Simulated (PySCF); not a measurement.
C₃H₅, charge -1, singlet, geometry from GFN2-xTB (in this run its highest filled SCF level lies above zero, so its values depend strongly on the basis, on diffuse functions most of all), with bond 8-6 at 2.4 times its length; CASSCF(4,5)/cc-pVDZ (PySCF).

The PySCF input:
```python
from pyscf import gto, scf, mcscf
import numpy

mol = gto.Mole()
mol.atom = '''
    C     1.249129   -0.000818   -0.143957
    C    -0.043761    0.376789    0.127233
    H     1.496123   -0.995999   -0.495123
    H     2.083556    0.681632   -0.018615
    H    -0.164016    1.412188    0.476863
    C    -1.209058   -0.344200    0.027453
    H    -2.172834    0.087060    0.278184
    H    -1.236972   -2.819340   -0.772064
'''
mol.basis = 'cc-pvdz'
mol.charge = -1
mol.spin = 0
mol.verbose = 4
mol.build()

mf = scf.RHF(mol)
mf.kernel()
mc = mcscf.CASSCF(mf, 5, 4)
mc.fix_spin_(ss=0.0)
mc.conv_tol = 1e-5
mc.kernel()
occ = numpy.linalg.eigvalsh(mc.fcisolver.make_rdm1(mc.ci, mc.ncas, mc.nelecas))[::-1]
ss = mc.fcisolver.spin_square(mc.ci, mc.ncas, mc.nelecas)[0]
print('natural occupations', occ.round(4), ' <S^2>', round(ss, 4))
```

It wrote (shortened):

```
PySCF version 2.14.0

[INPUT] verbose = 4
[INPUT] num. atoms = 8
[INPUT] num. electrons = 24
[INPUT] charge = -1
[INPUT] spin (= nelec alpha-beta = 2S) = 0
[INPUT] symmetry False subgroup None
[INPUT] Mole.unit = angstrom
[INPUT] Symbol           X                Y                Z      unit          X                Y                Z       unit  Magmom
[...]
nuclear repulsion = 62.1346702278787
number of shells = 30
number of NR pGTOs = 113
number of NR cGTOs = 67
basis = cc-pvdz
ecp = {}

******** <class 'pyscf.scf.hf.RHF'> ********
method = RHF
initial guess = minao
damping factor = 0
level_shift factor = 0
DIIS = <class 'pyscf.scf.diis.CDIIS'>
diis_start_cycle = 1
diis_space = 8
diis_damp = 0
SCF conv_tol = 1e-09
SCF conv_tol_grad = None
SCF max_cycles = 50
direct_scf = True
direct_scf_tol = 1e-13
Set gradient conv threshold to 3.16228e-05
Initial guess from minao.
init E= -116.450031686385
[...]
cycle= 1 E= -116.060090865776  delta_E= 0.39  |g|= 0.484  |ddm|= 2.66
[...]
cycle= 2 E= -116.150737463954  delta_E= -0.0906  |g|= 0.234  |ddm|= 1.28
[...]
cycle= 3 E= -116.165756314985  delta_E= -0.015  |g|= 0.0611  |ddm|= 0.349
[...]
cycle= 4 E= -116.168003590765  delta_E= -0.00225  |g|= 0.0207  |ddm|= 0.122
[...]
cycle= 5 E= -116.168295747724  delta_E= -0.000292  |g|= 0.00818  |ddm|= 0.0681
[...]
cycle= 6 E= -116.168363484776  delta_E= -6.77e-05  |g|= 0.0036  |ddm|= 0.0419
[...]
cycle= 7 E= -116.168374080016  delta_E= -1.06e-05  |g|= 0.00106  |ddm|= 0.0175
[...]
cycle= 8 E= -116.168374984735  delta_E= -9.05e-07  |g|= 0.000266  |ddm|= 0.00384
[...]
cycle= 9 E= -116.168375054156  delta_E= -6.94e-08  |g|= 6.54e-05  |ddm|= 0.00122
[...]
cycle= 10 E= -116.168375066019  delta_E= -1.19e-08  |g|= 4.68e-05  |ddm|= 0.000485
[...]
cycle= 11 E= -116.168375071557  delta_E= -5.54e-09  |g|= 5.26e-05  |ddm|= 0.000152
[...]
cycle= 12 E= -116.16837505091  delta_E= 2.06e-08  |g|= 1.95e-05  |ddm|= 0.00079
[...]
cycle= 13 E= -116.168375048565  delta_E= 2.34e-09  |g|= 5.59e-06  |ddm|= 0.000362
[...]
cycle= 14 E= -116.168375048574  delta_E= -8.5e-12  |g|= 1.67e-06  |ddm|= 4.9e-05
[...]
Extra cycle  E= -116.168375048576  delta_E= -2.36e-12  |g|= 7.88e-07  |ddm|= 8.93e-06
converged SCF energy = -116.168375048576

******** <class 'pyscf.mcscf.mc1step.CASSCF'> ********
CAS (2e+2e, 5o), ncore = 10, nvir = 52
max_cycle_macro = 50
max_cycle_micro = 4
conv_tol = 1e-05
conv_tol_grad = None
orbital rotation max_stepsize = 0.02
orbital rotation threshold for CI restart = 0.01
augmented hessian ah_max_cycle = 30
augmented hessian ah_conv_tol = 1e-12
augmented hessian ah_linear dependence = 1e-14
augmented hessian ah_level shift = 1e-08
augmented hessian ah_start_tol = 2.5
augmented hessian ah_start_cycle = 3
augmented hessian ah_grad_trust_region = 3
kf_trust_region = 3
kf_interval = 4
ci_response_space = 4
ci_grad_trust_region = 3
with_dep4 0
natorb = False
canonicalization = True
sorting_mo_energy = False
ao2mo_level = 2
internal_rotation = False
******** <class 'pyscf.fci.addons.SpinPenaltyFCISolver'> ********
max. cycles = 50
conv_tol = 1e-08
davidson only = True
linear dependence = 1e-12
level shift = 0.001
max iter space = 12
nroots = 1
pspace_size = 400
spin = None
CASCI E = -116.213498594468  S^2 = 0.0000000
Set conv_tol_grad to 0.00316228
macro iter   1 ( 21 JK    4 micro), CASSCF E = -116.266504778782  dE = -5.30061843e-02  S^2 = 0.0000000
               |grad[o]|= 0.26  |grad[c]|=0.0453  |ddm|=0.181  |maxRot[o]|=0.194
macro iter   2 ( 21 JK    4 micro), CASSCF E = -116.277762315589  dE = -1.12575368e-02  S^2 = 0.0000000
               |grad[o]|=0.0635  |grad[c]|=0.0183  |ddm|=0.0297  |maxRot[o]|=0.304
macro iter   3 ( 21 JK    4 micro), CASSCF E = -116.283880053127  dE = -6.11773754e-03  S^2 = 0.0000000
               |grad[o]|=0.0332  |grad[c]|=0.0102  |ddm|=0.0183  |maxRot[o]|=0.296
macro iter   4 ( 21 JK    4 micro), CASSCF E = -116.286158511033  dE = -2.27845791e-03  S^2 = 0.0000000
               |grad[o]|=0.0133  |grad[c]|=0.00326  |ddm|=0.0308  |maxRot[o]|=0.305
macro iter   5 ( 15 JK    4 micro), CASSCF E = -116.286526119195  dE = -3.67608162e-04  S^2 = 0.0000000
               |grad[o]|=0.00619  |grad[c]|=0.00151  |ddm|=0.0292  |maxRot[o]|=0.169
macro iter   6 (  4 JK    1 micro), CASSCF E = -116.286529274790  dE = -3.15559548e-06  S^2 = 0.0000000
               |grad[o]|=0.000947  |grad[c]|=0.000374  |ddm|=0.00207  |maxRot[o]|=0.00759
1-step CASSCF converged in   6 macro (103 JK  21 micro) steps
CASSCF canonicalization
Density matrix diagonal elements [1.88182431 1.08873042 1.         0.02261476 0.00683051]
CASSCF energy = -116.286529274790
CASCI E = -116.286529274790  E(CI) = -2.16410383031236  S^2 = 0.0000000
natural occupations [1.9693 1.002  1.     0.023  0.0057]  <S^2> 0.0
```
